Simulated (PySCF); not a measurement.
Compound: MoOCl3 (doublet state).
Cartesian coordinates in Å at the PBE0-D3(BJ)/def2-SVP level; atoms count from 1:
```xyz
5
Cl3MoO angstrom
Mo     0.0513    0.0947    0.1922
O     -0.1675   -0.1121    1.8064
Cl     2.1822   -0.0540   -0.5465
Cl    -1.1248    1.7870   -0.7376
Cl    -0.9412   -1.7156   -0.7145
```

Method used: PySCF, PBE0-D3(BJ)/def2-SVP geometry optimisation, gas phase, def2 core potentials past Kr.

(1) Which atoms are bound to Mo1, and at what distances?

(2) List the angles at Mo1.

(3) What is the shape at Mo1?

(4) What are the rotational constants (commonest isotopes, rigid rotor)?

## Answers

(1) 4 atoms: O2 1.642 Å, Cl5 2.255 Å, Cl3 2.260 Å, Cl4 2.261 Å.

(2) 
| angle | degrees | distance of the outer atoms (Å) |
| --- | --- | --- |
| O2–Mo1–Cl3 | 116.0 | 3.33 |
| O2–Mo1–Cl4 | 115.4 | 3.32 |
| Cl3–Mo1–Cl4 | 113.9 | 3.79 |
| O2–Mo1–Cl5 | 103.6 | 3.09 |
| Cl3–Mo1–Cl5 | 103.3 | 3.54 |
| Cl4–Mo1–Cl5 | 101.9 | 3.51 |

(3) Distorted tetrahedral: angles from 101.9° to 116.0°; τ4 = (360° − α − β)/141° = 0.91 with α and β the two widest (0 for a square, 1 for a tetrahedron).

(4) A = 1644, B = 1437, C = 1103 MHz: an asymmetric top.

Charge 0, doublet. ⟨S²⟩ = 0.755 (exact for a doublet: 0.75). Stationary, but not proved a minimum.

Caution for open-shell metal species: one SCF solution and one stationary point were followed, and a lower state or a bent or distorted shape isn't ruled out.
